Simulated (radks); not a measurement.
Values are calculated unless marked as measured or tabulated.
Coulomb parameter of the 4f shell of the promethium ion Pm+ in the model configuration [Xe] 4f3.5 6s1 6p1.5, as a second difference U = [E(n + 0.25) + E(n - 0.25) - 2 E(n)] / (0.25)^2 with all orbitals relaxed. "Bare": the charge of the atom changes with n. "Screened": the 6p shell takes up the change at fixed total charge, which measures U(4f,4f) + U(6p,6p) - 2 U(4f,6p). Code: a radial shooting solver on a logarithmic mesh with Libxc functionals. Model: Dirac Kohn-Sham, PBE, spin-unpolarised, spherical densities, finite nucleus; open shells are shared between the two j in proportion to 2j + 1; Fermi nuclear charge, rms radius 4.962 fm.

| case | configuration | E - E(n) (eV) |
|---|---|---|
| start | [Xe] 4f3.5 6s1 6p1.5 | 0.000 |
| bare +0.25 | [Xe] 4f3.75 6s1 6p1.5 | -5.019 |
| bare -0.25 | [Xe] 4f3.25 6s1 6p1.5 | 6.047 |
| screened +0.25 | [Xe] 4f3.75 6s1 6p1.25 | -3.367 |
| screened -0.25 | [Xe] 4f3.25 6s1 6p1.75 | 3.934 |

U(bare) = 16.438 eV, U(screened by 6p) = 9.073 eV, against the Slater integral F0(4f,4f) = 27.586 eV with frozen orbitals.
